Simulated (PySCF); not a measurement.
## Peak assignment

Atoms are numbered as in `[BH2:1][NH:2][BH:3][C:4]([CH3:5])([CH3:6])[CH3:7]`. Hydrogens are named by the atom that carries them.

[PySCF 2.14.0 with density-fitted response routines: shielding tensors at HF/pcSseg-1 (GIAO); couplings computed with B3LYP/pcJ-1 (spin–dipole term only in couplings to heteroatoms); PBE0-D3(BJ)/def2-SVP structure; one averaged value for each set of equivalent atoms; single conformer; no solvent model; relativity neglected]

References, each an isolated molecule treated in the same way: TMS for ¹³C (σref 190.85), ¹H (σref 31.69).

Problem. Assign these signals to the numbered atoms. ¹³C{¹H} NMR (computed): δ 24.7 (CH3), 15.1 (C).

Solution. 
24.7 → C5/C6/C7, methyl carbon: aliphatic region, no heteroatom directly attached
15.1 → C4, fully substituted sp3 carbon bonded to B

Problem. Assign these signals to the numbered atoms. ¹H NMR (600 MHz, computed): δ 6.21 (br s, 1H), 5.15 (br, 2H), 5.09 (br, 1H), 0.88 (s, 9H).

Solution. 
| δ (ppm) | atoms | environment | reason |
| --- | --- | --- | --- |
| 6.21 | H(N2) | hydrogen on a nitrogen bonded to 2 B | exchangeable, gas-phase position |
| 5.15 | H(B1) | hydrogen on a boron bonded to N | – |
| 5.09 | H(B3) | hydrogen on a boron bonded to C, N | – |
| 0.88 | H(C5)/H(C6)/H(C7) | hydrogen on a methyl carbon | – |

H(B1) and H(B3) lie closer than the usual error of such a calculation, so a measured spectrum could show them in the other order.

OH/NH shifts are gas-phase values; hydrogen bonding in solution moves them, usually downfield. Hydrogens on boron are broadened and split by ¹¹B (spin 3/2, 80 %) and 10B (spin 3). A carbon bonded to boron is broadened by the quadrupolar boron nucleus and is often missing from a measured spectrum. Shifts are as computed. Against solution values, carbons near 30 ppm lie about -0 ppm off and those near 130 ppm about +7 ppm. Of 1313 compounds with measured shifts, 239 miss one by over three times the rms of a fit or turn the order of signals round; such compounds aren't used in these exercises. Couplings to exchangeable protons are dropped.
